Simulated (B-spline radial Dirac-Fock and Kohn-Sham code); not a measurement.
## Relative intensities of the L2 lines, Ba to Yb

These are calculated numbers from an atomic code on a B-spline grid; the model is independent-particle radiative and Coulomb Auger rates from relativistic LDA hole-state orbitals, with Dirac-Fock energies. Each entry is the share of the radiative L2 rate in per cent; values in brackets are the Scofield rates tabulated in xraylib.

```csv
Z,element,Lη,Lβ1,Lγ5,Lγ1,radiative width (eV)
56,Ba,2.20 (2.32),83.6 (83.5),0.514 (0.529),13.6 (13.5),0.338
57,La,2.18 (2.29),83.1 (83.0),0.517 (0.529),13.9 (13.9),0.372
58,Ce,2.17 (2.29),83.0 (83.2),0.518 (0.530),14.1 (13.8),0.407
59,Pr,2.17 (2.28),83.2 (83.1),0.516 (0.531),14.0 (14.0),0.444
60,Nd,2.17 (2.27),83.1 (83.0),0.517 (0.532),14.1 (14.1),0.484
61,Pm,2.16 (2.26),83.0 (82.9),0.517 (0.521),14.1 (14.1),0.526
62,Sm,2.15 (2.15),83.0 (82.9),0.518 (0.532),14.2 (14.2),0.572
63,Eu,2.15 (2.24),82.9 (82.8),0.518 (0.531),14.3 (14.3),0.620
64,Gd,2.14 (2.23),82.6 (82.5),0.519 (0.524),14.5 (14.5),0.673
65,Tb,2.14 (2.23),82.8 (82.6),0.519 (0.532),14.4 (14.4),0.726
66,Dy,2.14 (2.22),82.7 (82.6),0.519 (0.525),14.4 (14.5),0.784
67,Ho,2.14 (2.15),82.7 (82.6),0.520 (0.534),14.5 (14.5),0.845
68,Er,2.13 (2.22),82.6 (82.5),0.521 (0.533),14.5 (14.6),0.910
69,Tm,2.13 (2.21),82.6 (82.4),0.521 (0.535),14.6 (14.6),0.979
70,Yb,2.13 (2.21),82.5 (82.4),0.522 (0.536),14.6 (14.7),1.05
```
